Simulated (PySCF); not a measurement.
## How methods differ on the ionisation energy of Ga⁺

Ga⁺ [Ar] 3d10 4s2 (1S) → Ga²⁺ [Ar] 3d10 4s1 (2S), as a difference of total energies. Calculation: PySCF 2.14, in aug-cc-pwCVDZ-PP with ECP10MDF (6s5p4d1f, 48 functions); a scalar-relativistic core potential. Correlated levels: valence and next inner shell: nothing frozen outside the core potential. The calculations carry no spin-orbit coupling.

```json
{"method": "UHF", "ionisation energy (eV)": "18.758"}
{"method": "MP2 (valence and next inner shell)", "ionisation energy (eV)": "20.202"}
{"method": "SCS-MP2 (valence and next inner shell)", "ionisation energy (eV)": "20.202"}
{"method": "CCSD (valence and next inner shell)", "ionisation energy (eV)": "20.245"}
{"method": "CCSD(T) (valence and next inner shell)", "ionisation energy (eV)": "20.325"}
```

Task: How much does correlation contribute at CCSD(T) (valence and next inner shell)?

Result: 20.325 − (18.758) = 1.567 eV, measured against UHF.

Errors of the correlated levels include the incompleteness of this basis.

For comparison: 20.515 eV (measured; NIST Atomic Spectra Database, ionization energies).
